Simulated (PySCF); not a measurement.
B(OH)2(SMe) (CH5BO2S), SMILES CSB(O)O.

The structure is a stationary point at B3LYP-D3(BJ)/def2-SVP. One conformer was computed; it need not be the lowest.

Method: ωB97X/def2-TZVP run with PySCF.

### Question
Estimate the frontier levels, gap, dipole moment and polarisability. (The exact figures need the calculation; the answer reports its results.)

### Answer

- highest occupied level = -9.11 eV
- lowest empty level = 2.19 eV
- orbital gap = 11.30 eV
- dipole moment = 3.46 D
- quadrupole, principal values (traceless, Buckingham form, about the centre of nuclear charge) = -9.15, -5.92, 15.07 D·Å
- mean static polarisability = 52.1 bohr³ (7.72 Å³)
- polarisability, principal values = 39.4, 52.3, 64.7 bohr³
